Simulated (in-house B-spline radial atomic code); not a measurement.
Configurations of Tc, with energies counted from [Kr] 4d5 5s2. All numbers are computed (scalar-relativistic (X2C) LDA VWN5, spin-polarised, spherical fractional occupations; Fermi nucleus of rms radius 4.41117 fm) with a radial B-spline atomic code at the basis-set limit, not measured. Shells without spins written out take the highest spin.

Occupations are held fixed; configurations that lie above the ionisation limit could autoionise.

| configuration | E - E(ref) (eV) | highest orbital | its <r> (bohr) |
| --- | --- | --- | --- |
| [Kr] 4d6 5s1 | -0.014028 | 4d down | 1.906 |
| [Kr] 4d(2 up, 3 down) 5s2 | 3.5379 | 5s up | 3.3 |
| [Kr] 4d(0 up, 5 down) 5s(0 up, 1 down) 6p(0 up, 1 down) | 5.4176 | 6p down | 10.83 |
| [Kr] 4d5 4f1 5s1 | 6.359 | 4f up | 16.82 |
| [Kr] 4d5 5s1 5f1 | 6.6529 | 5f up | 28.64 |
| [Kr] 4d4 5s2 5f1 | 12.213 | 5f up | 28.39 |
| [Ar] 3d10 4s2 4p5 4d5 4f1 5s2 | 48.086 | 4f up | 16.73 |

Question: Order these further configurations by energy, lowest first.
A. [Kr] 4d(2 up, 4 down) 5s(1 up, 0 down)
B. [Kr] 4d(2 up, 3 down) 5s(0 up, 1 down) 6f(1 up, 0 down)
C. [Kr] 4d(4 up, 0 down) 5s2 6d(0 up, 1 down)
D. [Ar] 3d9 4s2 4p6 4d6 5s2
E. [Kr] 4d5 5s1 6f1

Answer: A (2.3565 eV), E (6.8329 eV), B (11.153 eV), C (11.791 eV), D (253.37 eV).

Question: How far above the reference does [Kr] 4d5 5s1 6s1 lie?

Answer: 4.6961 eV; its least bound orbital is 6s up with <r> = 8.43 bohr.

Question: How far above the reference does [Ar] 3d9 4s2 4p6 4d5 5s2 6d1 lie?

Answer: 263.77 eV; its least bound orbital is 6d up with <r> = 17.41 bohr.

Question: How far above the reference does [Kr] 4d4 5s2 6d1 lie?

Answer: 11.77 eV; its least bound orbital is 6d up with <r> = 17.63 bohr.

Question: Is the reference the lowest configuration at this level of theory?

Answer: No: [Kr] 4d6 5s1 lies 0.01403 eV lower with this functional.
